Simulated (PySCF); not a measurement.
## Field gradients at the hydrogen positions

C5H10FPSi.
Atom-mapped SMILES: `[CH3:1][P:2]1[CH2:3][CH2:4][C:5]([F:6])=[C:7]1[SiH3:8]` (hydrogens: H9, H10, H11 on C1; H12, H13 on C3; H14, H15 on C4; H16, H17, H18 on Si8)

Geometry (GFN2-xTB, Å), atoms numbered from 1 in this order:
```
atom  x, y, z in Å
C1    -0.2684    2.0807   -0.2917
P2    -0.2063    0.8486    1.0979
C3    -1.7961   -0.0878    0.7397
C4    -1.5156   -1.1271   -0.3451
C5    -0.0285   -1.2775   -0.4098
F6     0.4237   -2.3126   -1.1541
C7     0.7741   -0.4260    0.2153
Si8    2.6544   -0.4619    0.2636
H9    -0.9980    2.8502   -0.0445
H10    0.7100    2.5476   -0.3862
H11   -0.5346    1.6055   -1.2342
H12   -2.5899    0.6081    0.4659
H13   -2.0924   -0.5799    1.6692
H14   -1.8869   -0.8058   -1.3233
H15   -1.9833   -2.0887   -0.1204
H16    3.0582   -0.8524    1.6157
H17    3.1400   -1.4078   -0.7375
H18    3.1309    0.8932   -0.0321
```

Level: PBE0/pcSseg-1 (PySCF, non-relativistic); Q(2H) = 0.00286 b; rigid geometry, the same for H and D, with no vibrational averaging.

Task: Rank these positions by the coupling χzz of a deuteron there, largest first.
A. H9 (methyl hydrogen)
B. H12 (methylene hydrogen)
C. H15 (methylene hydrogen)
D. H18 (Si–H hydrogen)

Result: A (213 kHz), B (208 kHz), C (203 kHz), D (108 kHz).

Task: What are Vzz, η and χzz (234.96 MHz × Q × Vzz) at all hydrogens?

Result: 
| atom | bonded to | bond length (Å) | Vzz (au) | η | χzz (kHz) |
| --- | --- | --- | --- | --- | --- |
| H9 | C1 | 1.089 | 0.3164 | 0.01 | 213 |
| H10 | C1 | 1.088 | 0.3166 | 0.01 | 213 |
| H11 | C1 | 1.089 | 0.3158 | 0.01 | 212 |
| H12 | C3 | 1.091 | 0.3100 | 0.03 | 208 |
| H13 | C3 | 1.093 | 0.3044 | 0.03 | 205 |
| H14 | C4 | 1.095 | 0.2991 | 0.02 | 201 |
| H15 | C4 | 1.093 | 0.3017 | 0.02 | 203 |
| H16 | Si8 | 1.464 | 0.1625 | 0.01 | 109 |
| H17 | Si8 | 1.460 | 0.1645 | 0.00 | 111 |
| H18 | Si8 | 1.466 | 0.1606 | 0.02 | 108 |

Task: Average by the element that carries the hydrogen.

Result: on C: 208 kHz over 7 positions, mean bond length 1.091 Å; on Si: 109 kHz over 3 positions, mean bond length 1.464 Å.

Geometry: GFN2-xTB, one conformer, isolated molecule. GFN2-xTB bond lengths can be off by several hundredths of an ångström, more for odd bonds, and the gradients follow them. The small basis limits the accuracy of the gradients.

These values come from a run that also computed NMR shieldings. On an Arm Neoverse V2 with one thread (shared host), this took 33 s of wall time and 0.92 GiB of memory at its peak.
